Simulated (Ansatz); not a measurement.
Calculated with Ansatz (gas phase, PBE0-D4/def2-TZVP geometries, no zero-point term in ΔE). CCSD(T)/CBS is the MP2 limit (def2-TZVPP, def2-QZVPP) plus CCSD(T) − MP2 in def2-TZVPP, frozen cores. DFT in def2-TZVPP. One conformer a species, not always the lowest.

Consider the ligand exchange at the Si–O bond: `CO[SiH](O)O[SiH3]` + `CO[SiH](O)Cl` → `CO[SiH](Cl)O[SiH3]` + `CO[SiH](O)O`.

`CO[SiH](O)O[SiH3]`:

Z-matrix (Å, degrees):
```
C
O 1 1.410
H 1 1.091 2 108.3
H 1 1.096 2 111.7 3 119.4
H 1 1.094 2 111.0 3 -119.2
Si 2 1.631 1 124.1 3 -167.3
O 6 1.622 2 112.6 1 -65.0
O 6 1.631 2 106.8 1 176.4
H 6 1.477 2 109.8 1 53.7
Si 7 1.640 6 142.6 2 -89.1
H 8 0.958 6 117.1 2 -24.3
H 10 1.486 7 110.8 6 40.0
H 10 1.484 7 107.7 6 159.5
H 10 1.484 7 110.2 6 -81.2
```

`CO[SiH](O)Cl`:

Z-matrix (Å, degrees):
```
C
O 1 1.411
H 1 1.095 2 111.2
H 1 1.094 2 111.2 3 121.5
H 1 1.090 2 107.9 3 -119.1
Si 2 1.623 1 126.5 3 -65.0
Cl 6 2.059 2 108.1 1 -50.2
O 6 1.621 2 109.2 1 -171.5
H 6 1.472 2 113.4 1 69.1
H 8 0.959 6 118.6 2 55.2
```

`CO[SiH](Cl)O[SiH3]`:

```xyz
13

C     0.674   -2.284    0.586
O     0.007   -1.127    0.129
Si    0.663    0.066   -0.754
Cl    2.353    0.751    0.192
O    -0.423    1.248   -0.876
Si   -1.479    2.169   -0.013
H     1.044   -2.887   -0.250
H     1.516   -2.022    1.233
H    -0.039   -2.879    1.157
H     1.063   -0.377   -2.099
H    -2.783    1.468    0.083
H    -0.945    2.421    1.349
H    -1.651    3.452   -0.736
```

`CO[SiH](O)O`:

Cartesian coordinates in Å:
```
C 0.660 -0.209 -1.609
O 0.050 -0.688 -0.431
Si -0.556 0.281 0.739
O 0.563 1.177 1.516
O -1.270 -0.721 1.813
H 0.047 0.555 -2.100
H 1.645 0.218 -1.398
H 0.783 -1.047 -2.297
H -1.475 1.269 0.138
H 1.120 0.731 2.156
H -1.567 -1.567 1.474
```

```tsv
level	ΔE (kcal/mol)
PBE	0.1
PBE0	0.1
HF/def2-TZVPP	0.0
HF/def2-QZVPP	0.1
```

**Question.** What does CCSD(T)/CBS give? (An estimate is asked.)

**Answer.** Ansatz gave: -0.2 kcal/mol. The listed levels differ from it by 0.3, 0.3, 0.2, 0.3 kcal/mol.

Largest T1 diagnostic among the species: 0.011.
